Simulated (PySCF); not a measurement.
Simulated absorption spectrum

Species: C₆H₁₁F.
Z-matrix (Å and degrees, GFN2-xTB geometry), rows numbered from 1:
```
C 
C   1  1.3193
C   2  1.4948  1  124.57
C   3  1.5322  2  110.89  1   119.71
C   4  1.5252  3  112.31  2   179.72
C   5  1.5210  4  112.66  3   176.95
F   5  1.3871  4  108.78  3   -62.79
H   1  1.0767  2  122.06  3  -179.65
H   1  1.0781  2  121.76  3     0.86
H   2  1.0826  1  120.23  3   179.12
H   3  1.0933  2  109.41  1  -120.60
H   3  1.0918  2  109.93  1    -1.86
H   4  1.0920  3  109.40  2    59.01
H   4  1.0911  3  109.64  2   -59.72
H   5  1.0984  4  110.67  3    52.34
H   6  1.0858  5  109.85  4   -63.31
H   6  1.0871  5  110.06  4   176.54
H   6  1.0873  5  110.02  4    56.87
```

Theory: PySCF 2.14.0, density-fitted response routines, TDDFT PBE0/def2-SVPD, vertical, gas phase, core orbitals frozen in the response.

Broadening: Gaussians 0.4 eV wide at half height, area fixed by f = 4.319×10⁻⁹ ∫ε dν̃. The width is an assumption, not a result. The curve ends short of the highest state used, and states not computed would add to its high-energy end.

(λ (nm), ε (L mol⁻¹ cm⁻¹)): (154.9, 1528), (155.8, 1772), (156.6, 2305), (157.5, 3449), (158.4, 5369), (159.3, 8215), (160.2, 12009), (161.1, 16583), (162.0, 21546), (162.9, 26334), (163.8, 30308), (164.7, 32904), (165.6, 33769), (166.5, 32839), (167.4, 30340), (168.3, 26706), (169.2, 22468), (170.1, 18127), (171.0, 14075), (171.9, 10559), (172.8, 7682), (173.7, 5440), (174.6, 3762), (175.5, 2546), (176.4, 1689), (177.3, 1100), (178.1, 739), (179.0, 463), (179.9, 284), (180.8, 171), (181.7, 100), (182.6, 57), (183.5, 32), (184.4, 17), (185.3, 9), (186.2, 5)

(1) Locate the maxima and give the states behind the curve.

(2) Coming from long wavelengths, where does ε first pass 100 L mol⁻¹ cm⁻¹?

Results:

(1) 166 nm (7.49 eV), ε about 34000, made up of S2 (96%) (ε in L mol⁻¹ cm⁻¹; maxima over ε = 5, shares over 10%). The states used: S1 7.26 eV (f 0.034); S2 7.49 eV (f 0.483); S3 7.63 eV (f 0.0049); S4 7.72 eV (f 0.0031); S5 8.02 eV (f 0.0048); S6 8.17 eV (f 0.018); S7 8.59 eV (f 0.0031); S8 8.61 eV (f 0.0033).

(2) At about 182 nm (6.82 eV), 0.43 eV below S1.

One conformer stands for the species.
